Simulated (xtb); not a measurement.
F₂Si, triplet, from a rough starting geometry (the spin is typed, not shown lowest); xtb with GFN2-xTB.

The xtb input:
```
$ xtb mol.xyz --gfn 2 --uhf 2 --opt vtight --json

# file mol.xyz
3

Si    -0.03471761    -0.03615165     0.73241901
F      0.98151834    -0.63778062    -0.33049677
F     -0.93617195     0.63756695    -0.41307862
```

Question: Write the output that xtb gives for this input, abridged.

Answer: 
```
   ID    Z sym.   atoms
    1   14 Si     1
    2    9 F      2, 3

           -------------------------------------------------
          |                Calculation Setup                |
           -------------------------------------------------

           -------------------------------------------------
          |                 G F N 2 - x T B                 |
           -------------------------------------------------

          ...................................................
          :                      SETUP                      :
          :.................................................:
          :  # basis functions                  18          :
          :  # atomic orbitals                  17          :
          :  # shells                            7          :
          :  # electrons                        18          :
          :  max. iterations                   250          :
          :  Hamiltonian                  GFN2-xTB          :
          :  restarted?                      false          :
          :  GBSA solvation                  false          :
          :  PC potential                    false          :
          :  electronic temp.          300.0000000     K    :
          :  accuracy                    1.0000000          :
          :  -> integral cutoff          0.2500000E+02      :
          :  -> integral neglect         0.1000000E-07      :
          :  -> SCF convergence          0.1000000E-05 Eh   :
          :  -> wf. convergence          0.1000000E-03 e    :
          :  Broyden damping             0.4000000          :
          :  net charge                          0          :
          :  unpaired electrons                  2          :
          ...................................................

 iter      E             dE          RMSdq      gap      omega  full diag
   1    -11.1474526 -0.111475E+02  0.611E+00    1.82       0.0  T
   2    -11.1577881 -0.103355E-01  0.444E+00    1.94       1.0  T
   3    -11.1581394 -0.351314E-03  0.139E+00    2.08       1.0  T
   4    -11.1594425 -0.130308E-02  0.309E-01    2.16       1.0  T
   5    -11.1594546 -0.121688E-04  0.835E-02    2.15       1.0  T
   6    -11.1594564 -0.175157E-05  0.384E-02    2.15       1.5  T
   7    -11.1594567 -0.331683E-06  0.158E-03    2.15      36.5  T
   8    -11.1594567 -0.484216E-08  0.128E-03    2.15      45.2  T
   9    -11.1594567 -0.708745E-09  0.639E-04    2.15      90.4  T
[...]
         :: total energy             -11.133806835049 Eh    ::
 * total energy  :   -11.1338068 Eh     change       -0.3019807E-13 Eh
 * total energy  :   -11.1362032 Eh     change       -0.2396339E-02 Eh
 * total energy  :   -11.1378812 Eh     change       -0.1678016E-02 Eh
 * total energy  :   -11.1380761 Eh     change       -0.1948713E-03 Eh
 * total energy  :   -11.1381524 Eh     change       -0.7638685E-04 Eh
 * total energy  :   -11.1382134 Eh     change       -0.6093109E-04 Eh
 * total energy  :   -11.1382361 Eh     change       -0.2275089E-04 Eh
 * total energy  :   -11.1382384 Eh     change       -0.2306587E-05 Eh
 * total energy  :   -11.1382388 Eh     change       -0.3164102E-06 Eh
 * total energy  :   -11.1382388 Eh     change       -0.7805884E-08 Eh
   *** GEOMETRY OPTIMIZATION CONVERGED AFTER 10 ITERATIONS ***
         :: total energy             -11.138238760371 Eh    ::
[...]
        12                         -0.1633700              -4.4455
        13                         -0.0648686              -1.7652
        14                         -0.0382636              -1.0412
        15                          0.0125558               0.3417
        16                          0.4880865              13.2815
        17                          0.8652344              23.5442
      -------------------------------------------------------------
                  HL-Gap            0.0938758 Eh            2.5545 eV
             Fermi-level           -0.3404709 Eh           -9.2647 eV

     #   Z          covCN         q      C6AA      α(0)
     1  14 Si       1.409     0.419   196.502    30.044
     2   9 F        0.705    -0.210    11.346     3.977
     3   9 F        0.705    -0.210    11.346     3.977

 Mol. C6AA /au·bohr⁶  :        402.743261
 Mol. C8AA /au·bohr⁸  :      20459.215237
 Mol. α(0) /au        :         37.998934

Wiberg/Mayer (AO) data.
largest (>0.10) Wiberg bond orders for each atom

 ---------------------------------------------------------------------------
     #   Z sym  total        # sym  WBO       # sym  WBO       # sym  WBO
 ---------------------------------------------------------------------------
     1  14 Si   2.261 --     3 F    1.131     2 F    1.131
     2   9 F    1.225 --     1 Si   1.131
     3   9 F    1.225 --     1 Si   1.131
 ---------------------------------------------------------------------------

Topologies differ in total number of bonds
Writing topology from bond orders to xtbtopo.mol

molecular dipole:
                 x           y           z       tot (Debye)
 q only:       -0.046      -0.022       0.779
   full:       -0.041      -0.019       0.686       1.747
molecular quadrupole (traceless):
                xx          xy          yy          xz          yz          zz
 q only:       -1.595       1.745      -0.132      -0.141       0.024       1.727
  q+dip:       -1.741       2.373       0.253      -0.119       0.082       1.489
   full:       -1.696       1.981      -0.035      -0.141       0.044       1.732

optimized geometry written to: xtbopt.xyz

           -------------------------------------------------
          | TOTAL ENERGY              -11.138238760371 Eh   |
          | GRADIENT NORM               0.000040066437 Eh/α |
          | HOMO-LUMO GAP               2.554490424539 eV   |
           -------------------------------------------------

normal termination of xtb
```
